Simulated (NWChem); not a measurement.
**Correlation energy of aminoborane (H$_{4}$BN)**

```
B
N 1 1.3873
H 2 1.0119 1 123.24
H 2 1.0119 3 113.52 1 180.00
H 1 1.2101 2 119.09 3 180.00
H 1 1.2101 5 121.82 2 180.00
```
Charge 0, spin multiplicity 1.

All runs are NWChem calculations. Structure: optimised with PBE0/def2-SVP, a minimum by its harmonic frequencies. It is one conformer; others weren't searched.

Basis set: 3-21G. Each correlation energy counts from its own Hartree-Fock reference.

The correlated methods keep 2 core orbitals frozen. Coupled-cluster values serve here as a point of comparison, not as the truth.

### Question
One of these methods gave a correlation energy of -165.1 mHa. Which?
A) CR-CCSD[T]
B) SCS-MP2
C) MP2
D) CCSD

### Answer
C, MP2. The others give -169.1 (SCS-MP2), -191.4 (CR-CCSD[T]), -187.2 (CCSD).
